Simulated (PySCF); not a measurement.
## Spinor energies of Ni³⁺ (nickel, charge +3)

Start: [Ar] 3d7; 3d3/2 filled at m_j = -3/2, -1/2, +1/2, +3/2; 3d5/2 filled at m_j = +1/2, +3/2, +5/2. Calculated with PySCF 2.14 in x2c-SVPall-2c (5s5p3d1f, 42 functions): generalised Hartree-Fock with the X2C-1e Hamiltonian and a Gaussian nucleus; one run each with spin-orbit coupling (SO) switched off, then screened by Boettger's factors.

```json
{"spinor shell": "1s1/2", "electrons": "2", "ε, spin-free (eV)": "-8441.7", "ε, screened SO (eV)": "-8441.7", "weight of nominal j (screened SO)": "1.000", "rms radius, screened SO (bohr)": "0.0625"}
{"spinor shell": "2s1/2", "electrons": "2", "ε, spin-free (eV)": "-1092.3", "ε, screened SO (eV)": "-1092.3", "weight of nominal j (screened SO)": "1.000", "rms radius, screened SO (bohr)": "0.265"}
{"spinor shell": "2p1/2", "electrons": "2", "ε, spin-free (eV)": "-941.97", "ε, screened SO (eV)": "-954.52", "weight of nominal j (screened SO)": "0.996", "rms radius, screened SO (bohr)": "0.236"}
{"spinor shell": "2p3/2", "electrons": "4", "ε, spin-free (eV)": "-941.97", "ε, screened SO (eV)": "-935.78", "weight of nominal j (screened SO)": "0.998", "rms radius, screened SO (bohr)": "0.239"}
{"spinor shell": "3s1/2", "electrons": "2", "ε, spin-free (eV)": "-175.93", "ε, screened SO (eV)": "-175.91", "weight of nominal j (screened SO)": "1.000", "rms radius, screened SO (bohr)": "0.793"}
{"spinor shell": "3p1/2", "electrons": "2", "ε, spin-free (eV)": "-129.42", "ε, screened SO (eV)": "-135.25", "weight of nominal j (screened SO)": "0.649", "rms radius, screened SO (bohr)": "0.840"}
{"spinor shell": "3d5/2", "electrons": "3", "ε, spin-free (eV)": "-59.473", "ε, screened SO (eV)": "-60.761", "weight of nominal j (screened SO)": "0.783", "rms radius, screened SO (bohr)": "0.980"}
{"spinor shell": "3d3/2", "electrons": "4", "ε, spin-free (eV)": "-59.473", "ε, screened SO (eV)": "-58.516", "weight of nominal j (screened SO)": "0.704", "rms radius, screened SO (bohr)": "0.995"}
```

Where does 3p3/2 lie, and what is the 3p spin-orbit splitting (screened SO)?

At -126.50 eV, 8.746 eV above 3p1/2.

| quantity | spin-free | screened SO |
| --- | --- | --- |
| E (hartree) | -1516.78050 | -1516.81094 |
| M_J | 9/2 | 9/2 |
| ⟨J²⟩ | 24.754 | 24.754 |
| ⟨L²⟩ | 12.002 | 12.026 |
| ⟨S²⟩ | 3.752 | 3.744 |

Each row is a mean over spinors that exchange with the open shell spreads, by up to 13.237 eV (3p3/2).

Rows whose weight is well below 1 are mixtures of j = l ± 1/2: exchange outweighs spin-orbit coupling there, and the label is only the starting occupation.

Without spin-orbit coupling the j labels of p, d and f shells carry no meaning; the spin-free column gives the mean over the occupied spinors of each nl shell.
